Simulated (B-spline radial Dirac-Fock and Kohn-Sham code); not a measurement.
Br 2p1/2: cross section and angular parameters

System: neutral bromine, configuration [Ar] 3d10 4s2 4p5; threshold 1596.0 eV (tabulated edge). The computed values come from a radial finite-basis atomic code: Dirac-Hartree-Slater photoionisation with a Latter tail; cross sections with all multipoles, angular parameters from the dipole term and its interference with E2.

For linearly polarised light dσ/dΩ = σ/(4π) [1 + β P₂(cos θ) + (δ + γ cos²θ) sin θ cos φ], with θ from the polarisation vector and φ the angle between the beam and the projection of the electron momentum on the plane normal to the polarisation.

| hν (eV) | σ (kb) | β | γ | δ |
| --- | --- | --- | --- | --- |
| 1760 | 153 | 1.108 | -0.176 | 0.005 |
| 1890 | 128 | 1.259 | -0.138 | 0.009 |
| 2980 | 38.1 | 1.443 | 0.366 | 0.033 |
| 2984.4 | 37.9 | 1.443 | 0.368 | 0.033 |
| 3410 | 26.1 | 1.429 | 0.515 | 0.040 |
| 5160 | 7.78 | 1.323 | 0.943 | 0.067 |
| 5370 | 6.91 | 1.309 | 0.982 | 0.071 |
| 6670 | ? | ? | ? | ? |
| 8047.8 | 1.98 | 1.149 | 1.350 | 0.116 |
| 12000 | 0.546 | 0.967 | 1.662 | 0.182 |
| 15000 | 0.260 | 0.862 | 1.815 | 0.231 |

Problem. Give the values at 6670 eV.

Solution. σ = 3.56 kb, β = 1.228, γ = 1.187, δ = 0.092.
